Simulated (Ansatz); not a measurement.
Molecule: C₂H₆FSi (charge 0, doublet). It need not be the lowest isomer of its formula. SMILES: C[Si](C)F
Coordinates optimised at B3LYP-D3(BJ)/def2-TZVP (Ansatz, an electronic-structure program):
```xyz
10

C      1.5969     0.7121    -0.0749
Si    -0.0095    -0.2086    -0.3757
C     -1.5073     0.8845    -0.0919
F     -0.0823    -1.4125     0.7083
H      2.4615     0.0615    -0.2096
H      1.6149     1.1006     0.9484
H      1.6898     1.5533    -0.7647
H     -1.4934     1.2732     0.9314
H     -1.4990     1.7304    -0.7822
H     -2.4371     0.3335    -0.2363
```
Charge 0, spin multiplicity 2.

Property: atomisation energy (electronic, to ground-state atoms), in kJ/mol. Correlated levels leave the core frozen unless marked. UHF or UKS for open shells. Spin-orbit coupling is left out. No relativistic terms. The coupled-cluster limit lacks core correlation, which all-electron functionals hold. CBS marks a two-point X^-3 extrapolation of the correlation energy; Hartree-Fock from the larger set.

```csv
level,program,atomisation energy (kJ/mol)
HF/def2-TZVPP,Ansatz,2863.1
BLYP/def2-TZVPD,Ansatz,3683.8
PBE0/STO-3G,Ansatz,4404.8
PBE0-D3(BJ)/def2-TZVPD,Ansatz + dftd3,3744.9
r2SCANh/def2-TZVPD,Ansatz,3738.7
wB97X-V/def2-TZVPD,Ansatz,3744.7
B2GP-PLYP-D3(BJ)/def2-TZVPD,Ansatz + dftd3,3702.0
B2GP-PLYP-D4/def2-TZVPD,Ansatz + dftd4,3696.4
CCSD(T)/cc-pV(D+d)Z,Ansatz,3435.4
"CCSD(T)/CBS(cc-pV(T+d)Z,cc-pV(Q+d)Z)",Ansatz,3745.6
```
